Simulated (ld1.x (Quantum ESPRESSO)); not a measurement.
Varying the TM semilocal potential for nickel

Base potential:

```json
{"Element": "nickel", "Generator": "ld1.x (Quantum ESPRESSO) 7.5", "Type": "norm-conserving Troullier–Martins (semilocal form)", "Functional": "PBE", "Relativity": "scalar-relativistic", "Frozen core": "[Ne]", "Valence charge": "18", "Reference configuration": "3s2 3p6 3d8 4s1.75 4p0.25", "Partial waves": "3p (bound): rc 0.90 bohr; 3d (bound): rc 1.35 bohr; 3s (bound): rc 1.05 bohr", "Local potential": "the s channel", "Core correction": "a·sin(br)/r model core, default radius (core density twice the valence density)"}
```

Occupied shells without a wave of their own: 4p, 4s. They enter only through the test configuration that unscreens the potential, and ld1.x also counts them in the model core charge.

All-electron outer shells of the reference configuration (PBE, scalar-relativistic, ld1.x):

| shell | level (eV) | outermost node (bohr) | outermost maximum (bohr) |
| --- | --- | --- | --- |
| 2s | -982.35 | 0.07 | 0.21 |
| 2p | -845.20 | – | 0.16 |
| 3s | -111.60 | 0.30 | 0.64 |
| 3p | -71.93 | 0.27 | 0.65 |
| 3d | -9.40 | – | 0.63 |
| 4s | -5.99 | 0.92 | 2.21 |
| 4p | -1.49 | 1.00 | 3.14 |

Cutoffs, loose and tight: the cutoffs (Ry, on a coarse ladder) from which the occupation-weighted sum of valence levels, in a spherical-Bessel basis at the reference potential, stays within 10 and 1 mRy of its value at 400 Ry. They do not see the model core or the augmentation charge, which bear on the density cutoff. Test errors are all-electron minus pseudo excitation energies from the reference, over the configurations 3s2 3p6 3d8 4s2 4p0; 3s2 3p6 3d8 4s1 4p0; 3s2 3p6 3d8 4s0 4p0; 3s2 3p6 3d9 4s1 4p0; 3s2 3p6 3d8 4s0 4p1; 3s2 3p6 3d7 4s2 4p1; 3s2 3p6 3d7 4s0 4p0. A dash means not determined; rows that change the core or the reference have their own tests.

With those shells counted twice in exchange and correlation these files are broken, and their errors move erratically; no question is asked of them.

In the semilocal form every listed channel keeps its own potential, so the choice of the local channel does not act on these tests. It acts once the file is put into the separable form.

A semilocal file is local in each channel, so a ghost entry of none says nothing of the separable form that plane-wave codes build from it.

The default core radius of the base comes out at 0.35 bohr.

```tsv
change	outcome	cutoff, loose	cutoff, tight	bound ghosts	largest test error (meV)
base	generated, misses its reference levels by 0.46 eV	160 Ry	260 Ry	none	-2867
core correction full core density, not smoothed (it rises at the typed radius of 1.08 bohr, so ld1.x skipped the fit)	generated, misses its reference levels by 0.46 eV	160 Ry	260 Ry	none	-2867
local potential the p channel	generated, misses its reference levels by 0.46 eV	160 Ry	260 Ry	none	-2867
wave 3p (bound): rc 0.90 bohr becomes 3p (bound): rc 0.96 bohr	generated, misses its reference levels by 0.46 eV	160 Ry	260 Ry	none	-2871
wave 3d (bound): rc 1.35 bohr becomes 3d (bound): rc 1.66 bohr	generated, misses its reference levels by 0.46 eV	160 Ry	230 Ry	none	-2936
reference 3s2 3p6 3d8 4s1 4p0	generated, misses its reference levels by 0.57 eV	160 Ry	260 Ry	none	-1940
wave 3s (bound): rc 1.05 bohr becomes 3s (bound): rc 0.78 bohr	generated	230 Ry	over 300 Ry	none	-1199
functional PW91	generated, misses its reference levels by 0.46 eV	160 Ry	260 Ry	none	-2954
core [Ar], valence charge 10; reference 3d8 4s1 4p1; waves now 4s (bound): rc 1.90 bohr; 4p (bound): rc 3.10 bohr; 3d (bound): rc 1.50 bohr; local potential the d channel; core correction Bessel-smoothed model core inside 1.55 bohr	generated	120 Ry	200 Ry	none	-1021
```
